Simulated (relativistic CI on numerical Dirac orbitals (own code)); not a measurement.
**d8 in a ligand field**

Computed with a parametric ligand-field model of a d^n configuration (Racah B and C, spin-orbit zeta, crystal field), exact diagonalisation.

Field parameters in Wybourne normalisation: Oh B⁴₀ = 21Dq, B⁴₄ = √(5/14) B⁴₀; Td as Oh with Dq negative (B⁴₀ = 21Dq, B⁴₄ = √(5/14) B⁴₀). The field is a parameter set, without covalency.

A d8 ion in Td symmetry has the ground term 3T1 and bands at 1T2 6997 cm⁻¹ (1429 nm), 1E 7091 cm⁻¹ (1410 nm), 3T2 10694 cm⁻¹ (935 nm), 1A1 15000 cm⁻¹ (667 nm), 3T1 16137 cm⁻¹ (620 nm), 3A2 22244 cm⁻¹ (450 nm). Which parameters reproduce them?

B = 420, C = 2130, ζ = 0 cm⁻¹, Td, 10Dq = -11550 cm⁻¹.

A d8 ion in Oh symmetry has the ground term 3A2 and bands at 3T2 8200 cm⁻¹ (1220 nm), 1E 8548 cm⁻¹ (1170 nm), 3T1 12747 cm⁻¹ (785 nm), 1A1 14657 cm⁻¹ (682 nm), 1T2 16563 cm⁻¹ (604 nm), 3T1 20103 cm⁻¹ (497 nm). Which parameters reproduce them?

B = 550, C = 2180, ζ = 0 cm⁻¹, Oh, 10Dq = 8200 cm⁻¹.

Ground term and bands for B = 790, C = 3880, ζ = 0 cm⁻¹, Oh, 10Dq = 29700 cm⁻¹?

Ground term 3A2 with 2.00 electrons in the two orbitals of the cubic e set. Spin-allowed: 3T2 29700 cm⁻¹ (337 nm), 3T1 38226 cm⁻¹ (262 nm), 3T1 62724 cm⁻¹ (159 nm). Lowest spin-forbidden: 1E 13956 cm⁻¹ (717 nm), 1A1 25510 cm⁻¹ (392 nm), 1T2 43536 cm⁻¹ (230 nm). With an A2 ground term the first spin-allowed band lies at |10Dq| itself.

A d8 ion in Oh symmetry has the ground term 3A2 and bands at 1E 6238 cm⁻¹ (1603 nm), 1A1 11974 cm⁻¹ (835 nm), 3T2 31500 cm⁻¹ (317 nm), 3T1 35434 cm⁻¹ (282 nm), 1T2 37716 cm⁻¹ (265 nm), 3T1 64166 cm⁻¹ (156 nm). Which parameters reproduce them?

B = 340, C = 1770, ζ = 0 cm⁻¹, Oh, 10Dq = 31500 cm⁻¹.

A d8 ion in Oh symmetry has the ground term 3A2 and bands at 1E 7196 cm⁻¹ (1390 nm), 1A1 13793 cm⁻¹ (725 nm), 3T2 29700 cm⁻¹ (337 nm), 3T1 35032 cm⁻¹ (285 nm), 1T2 36852 cm⁻¹ (271 nm), 3T1 61118 cm⁻¹ (164 nm). Which parameters reproduce them?

B = 470, C = 1740, ζ = 0 cm⁻¹, Oh, 10Dq = 29700 cm⁻¹.
